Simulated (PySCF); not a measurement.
## Sn (tin, neutral) across methods

[Kr] 4d10 5s1 5p2 6s1, high-spin 5P determinant (an excited configuration). All numbers are calculated (PySCF 2.14, a scalar-relativistic core potential, in aug-cc-pwCVTZ-PP with ECP28MDF (8s7p6d4f1g, 96 functions)).

| method | E (hartree) | mean ε 5s α (eV) | mean ε 5p α (eV) | mean ε 6s α (eV) | Σ⟨r²⟩ (bohr²) | ⟨S²⟩ |
| --- | --- | --- | --- | --- | --- | --- |
| BHandHLYP | -213.8199 | -17.918 | -9.219 | -2.287 | 92.05 | 6.001 |
| r2SCAN | -213.9668 | -15.754 | -7.821 | -1.842 | 91.36 | 6.003 |
| wB97X | -213.8955 | -19.107 | -10.399 | -2.993 | 92.56 | 6.001 |
| LDA | -213.5255 | -15.336 | -7.467 | -1.944 | 89.74 | 6.001 |
| TPSS | -213.7928 | -15.163 | -7.450 | -1.788 | 91.10 | 6.002 |
| PBE0 | -213.8954 | -16.643 | -8.454 | -2.185 | 91.33 | 6.002 |
| PBE | -213.8766 | -15.098 | -7.387 | -1.854 | 90.61 | 6.001 |
| B3LYP | -213.9490 | -16.268 | -8.115 | -2.047 | 91.08 | 6.001 |
| UHF | -213.03918 | -20.549 | -11.159 | -2.878 | 93.89 | 6.003 |

Energies and moments cover only the electrons outside the core potential. The outer electron is Rydberg-like, and this basis confines it to a smaller radius and binds it less than a complete one would.
